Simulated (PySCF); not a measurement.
**Computed structure and properties of SmOF**

System: SmOF (singlet in the valence; each metal's 4f electrons, 5 of them, lie in its core potential, out of spins and levels); start: template (Cs). Method: PySCF 2.14.0, RKS PBE0, Sm lcecp-1-SVP with ECP51, O def2-SVP, F def2-SVP; non-relativistic Hamiltonian with scalar-relativistic core potentials where named; density fitting; no spin-orbit coupling.

Input of the relaxation:

```python
mol = gto.M(atom='''
Sm     0.05332     0.00000    -0.15306
O      1.74022     0.00000     0.60184
F     -1.89148     0.00000     0.71724''',
    basis={'Sm': 'lcecp-1-SVP', 'O': 'def2-SVP', 'F': 'def2-SVP'},
    ecp={'Sm': 'lcecp-1-SVP'},
    charge=0, spin=0)
mf = dft.RKS(mol, xc='PBE0')
mf.grids.atom_grid = (50, 194)  # f atoms: unpruned, at least (60, 302)
mf = mf.density_fit()  # fitting sets: Sm AutoAux, O def2-universal-JKFIT, F def2-universal-JKFIT
mf.conv_tol = 1e-08; mf.max_cycle = 55
mf.kernel(dm0)  # dm0: converged density of the start geometry
# quasi-Newton relaxation in Cartesian coordinates to a largest gradient under 0.00045 Eh/bohr, steps kept in the point group
```

Run from Python with OMP_NUM_THREADS=2; the lines above give its settings. Where DIIS fails, smearing, a level shift and second-order steps follow.
It took 8.5 s on 2 threads of Arm Neoverse V2 (shared host), from the converged density of the start.

Course of the relaxation:

```tsv
step	energy above end (eV)	largest force component within the symmetry (eV/Å)
0	0.1960	0.983
1	0.0998	0.532
2	0.0269	0.940
3	0.0064	0.435
4	0.0001	0.079
5	0.0000	0.025
6	0.0000	0.001
```

Relaxed geometry (Cs):

```xyz
3

Sm    0.0378    0.0000   -0.3554
O     1.5490    0.0000    0.7192
F    -1.6847    0.0000    0.8023
```

| contact | Å |
| --- | --- |
| Sm1–O2 (O) | 1.854 |
| Sm1–F3 (F) | 2.075 |

On the finer grid (75, 302):

```
HOMO                                                          : -6.63 eV
LUMO                                                          : -2.16 eV
Dipole about the centre of mass                               : 7.55 D
Set of Mulliken populations of Sm1 outside the core potential : s 2.10, p 6.19, d 1.70, f 0.11
D3(BJ) dispersion energy (not in the energies)                : -0.028 eV
```

| atom | Mulliken (e) | Löwdin (e) | spin (e) |
| --- | --- | --- | --- |
| Sm1 | 0.91 | 0.73 | 0.00 |
| O2 | -0.45 | -0.39 | 0.00 |
| F3 | -0.46 | -0.34 | 0.00 |

The 4f levels lie in the core potential and are missing. Their spin isn't counted.

On the grid (50, 194), as all that follows. Harmonic modes: a minimum; lowest 175 cm⁻¹ (negative: unstable), highest 823 cm⁻¹, zero-point energy 0.096 eV.

Rigid scan of O along the line from its metal:

| distance to O2 (Å) | energy (eV) |
| --- | --- |
| 1.55 | 2.554 |
| 1.65 | 0.973 |
| 1.75 | 0.209 |
| 1.85 | 0.000 |
| 1.95 | 0.157 |
| 2.05 | 0.549 |
| 2.15 | 1.083 |
| 2.30 | 2.016 |

Taking off one F (charge -1, singlet; the rest: singlet) in vacuum, both parts rigid, costs 10.52 eV; the small basis without counterpoise inflates it. Most of it is the attraction of opposite charges; other ways to part are cheaper, and one spin state was tried for the rest.

Rigid scan of F along the line from its metal:

| distance to F3 (Å) | energy (eV) |
| --- | --- |
| 1.78 | 1.302 |
| 1.88 | 0.494 |
| 1.98 | 0.106 |
| 2.08 | 0.000 |
| 2.18 | 0.080 |
| 2.28 | 0.277 |
| 2.48 | 0.859 |
| 2.78 | 1.865 |
| 3.18 | 3.084 |
| 3.68 | 4.213 |

One start shape was tried, so this needn't be the lowest isomer.

An lcecp potential fixes the number of 4f electrons, so in runs with it no electron can move into or out of that shell.
